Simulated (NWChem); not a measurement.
System: C₄H₅O₂, doublet; SMILES CC(O)=C[C]=O

Here is an NWChem input.

```
start job
memory heap 200 mb stack 900 mb global 1100 mb
geometry units angstroms noautosym nocenter noautoz
  C      0.560798     2.182103    -0.058330
  C      0.095863     0.759839    -0.038974
  O     -1.200986     0.612383    -0.278029
  C      0.928865    -0.324912     0.207227
  C      0.355089    -1.637831     0.200027
  O     -0.815416    -1.933551    -0.002812
  H      0.012801     2.764988     0.710620
  H      1.646219     2.258704     0.128331
  H      0.320425     2.641665    -1.039077
  H     -1.395787    -0.378158    -0.237542
  H      1.997829    -0.176814     0.402569
end
basis spherical
  * library def2-svp
end
dft
  odft
  mult 2
  xc m05-2x
  iterations 150
end
cosmo
  do_cosmo_smd true
  solvent clbenzen
end
task dft energy
```

NWChem printed, in part:

```
             Northwest Computational Chemistry Package (NWChem) 7.3.0
             --------------------------------------------------------

                             Geometry "geometry" -> ""
                             -------------------------

 Output coordinates in angstroms (scale by  1.889725989 to convert to a.u.)

  No.       Tag          Charge          X              Y              Z
 ---- ---------------- ---------- -------------- -------------- --------------
    1 C                    6.0000     0.56079800     2.18210300    -0.05833000
    2 C                    6.0000     0.09586300     0.75983900    -0.03897400
    3 O                    8.0000    -1.20098600     0.61238300    -0.27802900
    4 C                    6.0000     0.92886500    -0.32491200     0.20722700
    5 C                    6.0000     0.35508900    -1.63783100     0.20002700
    6 O                    8.0000    -0.81541600    -1.93355100    -0.00281200
    7 H                    1.0000     0.01280100     2.76498800     0.71062000
    8 H                    1.0000     1.64621900     2.25870400     0.12833100
    9 H                    1.0000     0.32042500     2.64166500    -1.03907700
   10 H                    1.0000    -1.39578700    -0.37815800    -0.23754200
   11 H                    1.0000     1.99782900    -0.17681400     0.40256900

 Effective nuclear repulsion energy (a.u.)     218.0551263344

                                 NWChem DFT Module
                                 -----------------

 Summary of "ao basis" -> "ao basis" (spherical)
 ------------------------------------------------------------------------------
       Tag                 Description            Shells   Functions and Types
 ---------------- ------------------------------  ------  ---------------------
 C                          def2-svp                 6       14   3s2p1d
 O                          def2-svp                 6       14   3s2p1d
 H                          def2-svp                 3        5   2s1p

 in cosmo_initialize ...
 calling solv_data for solv:clbenzen

 solvent parameters
 solvname_short: clbenzen
 solvname_long:  chlorobenzene
 dielec:        5.6968
 dielecinf:     2.3229
 nonaqueous SMD model solvent descriptors
 dielec:        5.6968
 sola:          0.0000
 solb:          0.0700
 solc:          0.8570
 solg:         47.4800
 solh:          0.1430
 soln:          1.5241

          ---------------
          -cosmo- solvent
          ---------------
 Cosmo: York-Karplus, doi: 10.1021/jp992097l
 dielectric constant -eps-     =   5.70
 screen = (eps-1)/(eps    )    =   0.82446
 surface charge correction     = lagrangian

   van der Waals surface
 --------------------------

[...]

                                COSMO-SMD solvation results
                                ---------------------------

             internal energy in gas <Psi(g)|H|Psi(g)> =      -305.533727179538
         internal energy in solvent <Psi(s)|H|Psi(s)> =      -305.532967033604
                               delta internal energy  =         0.000760145934 (    0.48 kcal/mol)
   total free energy in solvent <Psi(s)|H+V/2|Psi(s)> =      -305.539218091297
 polarization energy contribution <Psi(s)|V/2|Psi(s)> =        -0.006251057693 (   -3.92 kcal/mol)
    total free energy in solvent including G(SMD-CDS) =      -305.541372665502
                       G(SMD-CDS) energy contribution =        -0.002154574205 (   -1.35 kcal/mol)
     1 M fixed-concentration free energy of solvation =        -0.007645485964 (   -4.80 kcal/mol)

                    DFT Final Alpha Molecular Orbital Analysis
                    ------------------------------------------

 Vector   21  Occ=1.000000D+00  E=-4.531145D-01
              MO Center= -3.1D-01,  1.4D+00, -1.6D-01, r^2= 2.9D+00
   Bfn.  Coefficient  Atom+Function         Bfn.  Coefficient  Atom+Function
  ----- ------------  ---------------      ----- ------------  ---------------
    34      0.407018   3 O  pz                6     -0.319424   1 C  pz
    37      0.291748   3 O  pz               85     -0.232006   7 H  s
    95      0.227626   9 H  s                 9     -0.184696   1 C  pz
    76     -0.123892   6 O  pz               20      0.102179   2 C  pz
    23      0.081112   2 C  pz               79     -0.080261   6 O  pz

 Vector   22  Occ=1.000000D+00  E=-3.174122D-01
              MO Center=  2.8D-01, -2.4D-01,  7.5D-02, r^2= 2.6D+00
   Bfn.  Coefficient  Atom+Function         Bfn.  Coefficient  Atom+Function
  ----- ------------  ---------------      ----- ------------  ---------------
    48      0.419951   4 C  pz               51      0.356129   4 C  pz
    34     -0.255842   3 O  pz               76     -0.243993   6 O  pz
    37     -0.218658   3 O  pz               20      0.215839   2 C  pz
    79     -0.199667   6 O  pz               23      0.105347   2 C  pz
    62      0.101911   5 C  pz               46     -0.081308   4 C  px

 Vector   23  Occ=1.000000D+00  E=-2.763243D-01
              MO Center=  1.8D-01, -1.6D+00,  1.6D-01, r^2= 2.1D+00
   Bfn.  Coefficient  Atom+Function         Bfn.  Coefficient  Atom+Function
  ----- ------------  ---------------      ----- ------------  ---------------
    59      0.445737   5 C  s                61     -0.397876   5 C  py
    75      0.359636   6 O  py               78      0.309964   6 O  py
    63      0.266093   5 C  px               60      0.250804   5 C  px
    47      0.228893   4 C  py               45     -0.224859   4 C  s
    64     -0.188314   5 C  py               50      0.182599   4 C  py

 Vector   24  Occ=0.000000D+00  E=-1.938595D-02
              MO Center=  4.0D-02, -3.4D-01,  3.7D-02, r^2= 3.4D+00
   Bfn.  Coefficient  Atom+Function         Bfn.  Coefficient  Atom+Function
  ----- ------------  ---------------      ----- ------------  ---------------
    23      0.444728   2 C  pz               20      0.419877   2 C  pz
    65     -0.370136   5 C  pz               62     -0.363636   5 C  pz
    79      0.291342   6 O  pz               76      0.271128   6 O  pz
    37     -0.236223   3 O  pz               34     -0.211243   3 O  pz
    86     -0.206774   7 H  s                96      0.204304   9 H  s

 Vector   25  Occ=0.000000D+00  E= 1.235092D-01
              MO Center=  1.1D+00,  1.7D+00,  5.6D-02, r^2= 6.2D+00
   Bfn.  Coefficient  Atom+Function         Bfn.  Coefficient  Atom+Function
  ----- ------------  ---------------      ----- ------------  ---------------
     3      2.405641   1 C  s                91     -1.175376   8 H  s
    96     -0.905611   9 H  s               106     -0.881698  11 H  s
    86     -0.848743   7 H  s                49      0.557326   4 C  px
    22     -0.419206   2 C  py               31      0.388132   3 O  s
   101     -0.388186  10 H  s                17     -0.319781   2 C  s

 Vector   26  Occ=0.000000D+00  E= 1.242053D-01
              MO Center=  4.1D-01, -4.3D-01,  1.5D-01, r^2= 3.6D+00
   Bfn.  Coefficient  Atom+Function         Bfn.  Coefficient  Atom+Function
  ----- ------------  ---------------      ----- ------------  ---------------
    51      0.671797   4 C  pz               65     -0.582688   5 C  pz
    23     -0.460866   2 C  pz               86      0.444666   7 H  s
    62     -0.399448   5 C  pz               48      0.377571   4 C  pz
    20     -0.313317   2 C  pz               79      0.287387   6 O  pz
     3     -0.250169   1 C  s                96     -0.240665   9 H  s

                     DFT Final Beta Molecular Orbital Analysis
                     -----------------------------------------

 Vector   20  Occ=1.000000D+00  E=-4.528899D-01
              MO Center= -3.4D-01,  1.3D+00, -1.6D-01, r^2= 3.2D+00
   Bfn.  Coefficient  Atom+Function         Bfn.  Coefficient  Atom+Function
  ----- ------------  ---------------      ----- ------------  ---------------
    34      0.407206   3 O  pz                6     -0.308824   1 C  pz
    37      0.291549   3 O  pz               85     -0.224570   7 H  s
    95      0.220717   9 H  s                 9     -0.178297   1 C  pz
    76     -0.160273   6 O  pz               79     -0.105940   6 O  pz
    20      0.099807   2 C  pz               62     -0.092395   5 C  pz

[...]
```

Level: M05-2X/def2-SVP, spin-unrestricted, SMD on the gas-phase geometry. Coordinates come from a PBE-D3(BJ)/def2-SVP, spin-unrestricted optimisation. No frequency run checked for a minimum. No stability test was run on the SCF state. Solvent: chlorobenzene.
